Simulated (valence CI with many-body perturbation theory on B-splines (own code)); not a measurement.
Results of a calculation; reference values are marked as such.
**Hyperfine factors and g values of Ca⁶⁺**

Level of theory: valence CI with perturbative core correlation (CI+MBPT): four valence electrons over a frozen Dirac-Fock core [Ne], radial functions for each j: 11 s, 11 p, 9 d, 7 f, 5 g, 2 h, 1 i, with the one-electron correlation potential Σ1 (screened to all orders), the two-electron term Σ2, the three-electron term Σ3, Breit, model QED; selected single and double excitations, second order for the rest, scaled by the run's own slope (own B-spline code, finite nucleus).

Set against measurement, 17 paired levels are off by 86 cm⁻¹ on average, the worst by 312. These come from a selection out of Sugar and Corliss, J. Phys. Chem. Ref. Data 8, 865 (1979). Levels without a partner in it may be off by more.

A/g_I is the dipole constant over the nuclear g factor μ/I (μ in nuclear magnetons, uniformly magnetised nucleus), B/Q the quadrupole constant per barn. Both hold the static response of the core; the bare values leave it out. Large factors of s and p1/2 electrons are usually good to 5 to 10 %; those of open d and f shells near neutrality can be off by tens of per cent, and small factors of p3/2, d and f electrons come from cancelling terms and can be off by a factor of two or in sign, in half-filled shells by more. B is blank for J = 1/2, where it vanishes, and for nearly pure S terms. Energies count from the lowest level. Levels with J = 0 are left out.

Names give the largest LS component (configuration and term), which can be under half, so a name can repeat, a term be missing and a line seem to break the LS rules; names also repeat where a configuration has a term twice.

| Level | E (cm⁻¹) | g | A/g_I (MHz) | A/g_I bare | B/Q (MHz/b) | B/Q bare |
| --- | --- | --- | --- | --- | --- | --- |
| 3s2 3p2 3P_1 | 1627 | 1.501 | 76.3 | 129 | 1200 | 1110 |
| 3s2 3p2 3P_2 | 4079 | 1.495 | 1760 | 1680 | -2350 | -2180 |
| 3s2 3p2 1D_2 | 21953 | 1.005 | 2320 | 2170 | 4710 | 4370 |
| 3s 3p3 5S°_2 | 114410 | 2.001 | 6480 | 6110 |  |  |
| 3s 3p3 3D°_1 | 160120 | 0.503 | -4050 | -3730 | 231 | 216 |
| 3s 3p3 3D°_2 | 160180 | 1.169 | 3260 | 3040 | 525 | 489 |
| 3s 3p3 3D°_3 | 160490 | 1.334 | 5670 | 5280 | -320 | -292 |
| 3s 3p3 3P°_1 | 185450 | 1.497 | 8020 | 7460 | -394 | -364 |
| 3s 3p3 3P°_2 | 185470 | 1.495 | 6500 | 6050 | -580 | -539 |
| 3s 3p3 1D°_2 | 203580 | 1.004 | 1720 | 1620 | -867 | -798 |
| 3s 3p3 3S°_1 | 245550 | 1.913 | -5670 | -4980 |  |  |
| 3s2 3p 3d 3F°_2 | 247900 | 0.666 | 1730 | 1640 | 1840 | 1730 |
| 3s2 3p 3d 3F°_3 | 249350 | 1.083 | 1060 | 1040 | 1990 | 1870 |
| 3s2 3p 3d 3F°_4 | 251380 | 1.250 | 609 | 627 | 2740 | 2570 |
| 3s 3p3 1P°_1 | 252790 | 1.088 | 1260 | 1210 | 29.9 | 29.9 |
| 3s2 3p 3d 3P°_2 | 286280 | 1.382 | 542 | 594 | 331 | 321 |
| 3s2 3p 3d 3P°_1 | 288160 | 1.470 | 360 | 461 | 158 | 145 |
| 3s2 3p 3d 1D°_2 | 289630 | 1.108 | 1150 | 1110 | -889 | -817 |
| 3s2 3p 3d 3D°_1 | 295180 | 0.530 | -297 | -241 | -1000 | -925 |
| 3s2 3p 3d 3D°_2 | 295810 | 1.177 | 782 | 801 | -1390 | -1280 |
| 3s2 3p 3d 3D°_3 | 296170 | 1.333 | 1250 | 1230 | -1900 | -1730 |
| 3s2 3p 3d 1F°_3 | 325030 | 1.000 | 921 | 897 | 2700 | 2540 |
| 3s2 3p 3d 1P°_1 | 333780 | 0.999 | -465 | -360 | 324 | 314 |
| 3p4 3P_2 | 345970 | 1.487 | 2310 | 2260 | 1130 | 1050 |
| 3p4 3P_1 | 348440 | 1.501 | 1490 | 1510 | -623 | -580 |
| 3p4 1D_2 | 356270 | 1.013 | 2200 | 2060 | -4010 | -3720 |
| 3s 3p2 3d 5F_1 | 362660 | 0.001 | -5060 | -4690 | -401 | -361 |
| 3s 3p2 3d 5F_2 | 363150 | 1.002 | 695 | 710 | -98.6 | -83.1 |
| 3s 3p2 3d 5F_3 | 363890 | 1.252 | 2170 | 2090 | -253 | -220 |
| 3s 3p2 3d 5F_4 | 364910 | 1.351 | 2830 | 2700 | -858 | -770 |
| 3s 3p2 3d 5F_5 | 366220 | 1.400 | 3280 | 3110 | -2160 | -1960 |
| 3s 3p2 3d 5D_1 | 374500 | 1.498 | 3990 | 3800 | -1040 | -971 |
| 3s 3p2 3d 5D_2 | 374760 | 1.498 | 3890 | 3700 | -889 | -828 |
| 3s 3p2 3d 5D_3 | 375160 | 1.497 | 3720 | 3540 | 147 | 139 |

(1) Take the isotope of mass number 43, with I = 7/2, μ = -1.31733 μN and Q = -0.0408 b. What is the hyperfine structure of 3s 3p3 3P°_1?

Results:

(1) From the table A = -3020 MHz, B = 16.1 MHz. Shifts from the centre of gravity in MHz: F = 5/2: 13600, F = 7/2: 3010, F = 9/2: -10600.
